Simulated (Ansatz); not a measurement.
`N[BH][Al]([Cl])[Cl]` + H₂S → `[SH][Al]([Cl])[Cl]` + `BN` at 600 K and 1 bar (cleavage of the Al–B bond).

Computed with Ansatz on PBE0-D4/def2-TZVP structures; ΔE is electronic, products minus reactants. CCSD(T)/CBS adds triple-zeta CCSD(T) − MP2 to the extrapolated MP2 energy (def2 sets, frozen cores). This one scheme is used for every species. Each species was taken in one conformer, which may not be the lowest.

```tsv
species	CCSD(T)/CBS energy (Eh)	H − E (kJ/mol)	S (J/(mol·K))
`N[BH][Al]([Cl])[Cl]`	-1243.05355	173.3	449.2
H₂S	-398.97279	60.8	230.9
`[SH][Al]([Cl])[Cl]`	-1560.13922	79.5	401.3
`BN`	-81.93499	155.9	270.2
```

H − E and S are ideal-gas, rigid-rotor, harmonic terms from PBE0-D4/def2-TZVP, for one conformer and one mirror image of each species. 1 Eh = 2625.50 kJ/mol, R = 8.31446 J/(mol·K).

By hand: ΔE, ΔH, ΔS and ΔG.

ΔE = (-1560.13922) + (-81.93499) − (-1243.05355) − (-398.97279) = -0.04787 Eh = -125.7 kJ/mol. Δ(H − E) = 79.5 + 155.9 − 173.3 − 60.8 = 1.3, so ΔH = -124.4 kJ/mol. ΔS = 401.3 + 270.2 − 449.2 − 230.9 = -8.6 J/(mol·K). ΔG = -124.4 − 600 × (-8.6)/1000 = -119.2 kJ/mol.

By hand: the equilibrium constant, and the temperature at which ΔG would vanish if ΔH and ΔS stayed fixed.

log₁₀ K = −ΔG/(RT ln 10) = 10.4. ΔG = 0 at ΔH/ΔS = 14465 K, far beyond where these terms or the molecules hold.

The number of gas molecules stays the same, so ΔS is small and ΔH decides. A doubt of 5 kJ/mol in ΔE shifts log₁₀ K by 0.4 here. Other conformers and mirror images would add mixing entropy, several J/(mol·K) or more a flexible species. These are equilibria of isolated gas molecules and say nothing of rates. Largest T1 diagnostic: 0.012 (customary marks: 0.02 for closed shells, 0.045 for open ones).
